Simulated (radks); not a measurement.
All-electron atom: Ni4+ in [Ar] 3d6.

Calculated with a radial shooting solver on a logarithmic mesh with Libxc functionals: scalar-relativistic Kohn-Sham, PBE, spin-polarised, spherical densities, finite nucleus; open shells are filled with parallel spins first; Fermi nuclear charge, rms radius 3.7757 fm.

Energy parts (Ry):
total: -3032.48995
kinetic: 3074.95450
electron-nucleus: -7167.86255
Hartree: 1183.63626
exchange-correlation: -123.21817

Orbitals (lengths in bohr, moments of r in powers of bohr; r(max) is where P^2 peaks):
orbital  occ.  eigenvalue (Ry)   r(max)
1s up       1        -608.2578  0.03540
1s down     1        -608.2585  0.03540
2s up       1        -76.99292   0.2046
2s down     1        -76.79737   0.2045
2p up       3        -66.88463   0.1649
2p down     3        -66.73755   0.1648
3s up       1        -12.87554   0.6355
3s down     1        -12.48496   0.6367
3p up       3         -9.92190   0.6406
3p down     3         -9.53824   0.6424
3d up       5         -5.18234   0.6044
3d down     1         -4.80907   0.6113

The highest occupied level is 3d down at -65.431 eV. For comparison, the ionisation energy in NIST's Atomic Spectra Database is 76.1 eV (semi-empirical). In exact Kohn-Sham theory the highest level is minus the ionisation energy, but local and semilocal functionals leave it too shallow, through self-interaction and a potential that decays too fast; potentials with the right tail come closer. Spin moment in Bohr magnetons: 4.
